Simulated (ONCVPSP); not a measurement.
## Pb, ONCV: configuration errors across variants

| Property | Result |
| --- | --- |
| Element | lead |
| Generator | ONCVPSP 4.0.1 |
| Type | optimised norm-conserving Vanderbilt (ONCV) |
| Functional | LDA (Perdew-Zunger) |
| Relativity | scalar-relativistic |
| Frozen core | [Xe] 4f14 |
| Valence charge | 14 |
| Reference configuration | 5d10 6s1.75 6p2.25 |
| Partial waves | 6s: rc 1.70 bohr, ncon 4, nbas 8, qcut 3.1 1/bohr, 2 projectors, debl 2.8 Ha; 6p: rc 2.00 bohr, ncon 4, nbas 8, qcut 3.5 1/bohr, 2 projectors, debl 3.4 Ha; 5d: rc 1.45 bohr, ncon 3, nbas 8, qcut 10.2 1/bohr, 2 projectors, debl 2.5 Ha; f scattering state at 0.26 Ha: rc 2.05 bohr, ncon 4, nbas 7, qcut 6 1/bohr, 2 projectors, debl 1 Ha |
| Local potential | polynomial inside 1.45 bohr (lpopt 5, dvloc0 1 Ha) |
| Core correction | none |

All-electron excitation energies from the reference (eV): (1) 5d10 6s2 6p2 -2.166; (2) 5d10 6s2 6p1 4.666; (3) 5d10 6s2 6p0 18.428.

A true bound ghost makes a file unfit for plane-wave use even where its test errors are small: the radial tests pick states by their node count and pass the ghost by.

Errors AE − PS in meV (a dash: test not solved or not reliable):

```csv
change,(1),(2),(3),bound ghosts,GHOST(+) flags above zero
base,+0.5,-3.1,-11,s,none
"d: rc 0.98; local potential polynomial inside 0.98 bohr (lpopt 5, dvloc0 1 Ha)",+0.4,-3.4,-13,"s, p","s, p, f"
"d: rc 1.26; local potential polynomial inside 1.26 bohr (lpopt 5, dvloc0 1 Ha)",+0.4,-3.1,-13,s,"p, f"
d: rc 1.5,+0.5,-3.1,-11,s,none
d: rc 1.76,+0.5,-3.1,-11,s,none
d: rc 1.88,+0.5,-3.1,-11,s,none
d: rc 2.1,+0.4,-3.2,-11,s,none
```

Q: Give the same row for: d: rc 1.34; local potential polynomial inside 1.34 bohr (lpopt 5, dvloc0 1 Ha).

A: +0.4, -3.3, -13; bound ghosts: s; GHOST(+) flags above zero: p, f.
